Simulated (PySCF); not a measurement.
An unknown is described by computed data only.

Formula: C2H6OSSi.

- Triplet: lowest triplet excitation (Tamm–Dancoff): 4.52 eV [TDA CAM-B3LYP/def2-SVPD]
- 1H NMR: chemical shifts (computed TMS as zero) by class: 5.60 (1 H), 4.94 (3 H), 2.48 (1 H), 2.45 (1 H) ppm [GIAO KT2/pcSseg-2]
- Rotational structure: rotational constants A, B, C: 7.451, 1.858, 1.591 GHz [PBE0-D3(BJ)/def2-SVP]
- Dipole: 1.22 D [CAM-B3LYP/def2-SVPD]
- 13C NMR: chemical shifts (computed TMS as zero) by class: 74.1 (1 C), 30.4 (1 C) ppm [GIAO KT2/pcSseg-2]
- Polarisability: 73.3 au [CAM-B3LYP/def2-SVPD]
- Valence photoelectron: vertical ionisation energy: 9.09 eV [ΔSCF CAM-B3LYP/def2-SVPD]

The electronic properties come from PySCF, for the isolated species, density fitting. Levels stand in brackets. Geometry: PBE0-D3(BJ)/def2-SVP, one conformer, isolated molecule. NMR classes are plain means over equivalent atoms (diastereotopic ones count apart unless rotation or inversion swaps them), as if these changed places fast.

Question: Give a SMILES that accounts for the data.

Answer: Numbering: `[SiH3:1][O:2][C@H:3]1[CH2:4][S:5]1`. Its formula, C2H6OSSi, gives 1 degree of unsaturation: 1 ring and 0 π bonds in the structure found. 2 carbons fall into 2 classes; from least to most shielded: ring sp3 carbon bound to oxygen [C3] (74.1 ppm), ring sp3 carbon bound to sulfur [C4] (30.4 ppm). Hydrogen classes from least to most shielded: 1 H on an sp3 carbon bound to oxygen, C3 (5.60 ppm), 3 H on an oxygen-bound silicon, Si1 (4.94 ppm), 1 H on an sp3 carbon bound to sulfur, C4 (2.48 ppm), 1 H on an sp3 carbon bound to sulfur, C4 (2.45 ppm). The first electron is taken from the HOMO, whose largest Löwdin shares are 0.75 on the sulfide sulfur, 0.10 on the sp3 carbon bound to sulfur and 0.06 on the sp3 carbon bound to oxygen. The optimised geometry has point group C1 and is an asymmetric top. Structure: `[SiH3]O[C@H]1CS1`. Computed isomers that give other values at the same levels: `CC(=S)O[SiH3]` (static isotropic polarisability: 76.7 au); `CC(=S)[SiH2]O` (rotational constant A: 4.231 GHz; this holds for the one conformer computed); `CC(=O)[SiH2]S` (vertical ionisation energy: 9.54 eV). The assignments are read from this structure; whether some other isomer fits the data as well wasn't checked. The mirror image fits equally.

Conformer computed: `[SiH3:1][O:2][C@H:3]1[CH2:4][S:5]1`: Si1–O2–C3–C4 -142°.
